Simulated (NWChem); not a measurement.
System: CH3F2Sc; SMILES [CH3][Sc]([F])[F]

Computed with NWChem. The geometry was optimised at PBE0/def2-SVP. Ions are spin-unrestricted doublets at the neutral geometry; other ion states weren't tried.

### Question
What does the run give for PBE/def2-SVP? Quantities: vertical ionisation energy, ΔSCF (eV); −ε(HOMO) (eV).

### Answer
| Property | Value |
|---|---|
| vertical ionisation energy, ΔSCF (eV) | 9.50 |
| −ε(HOMO) (eV) | 5.82 |
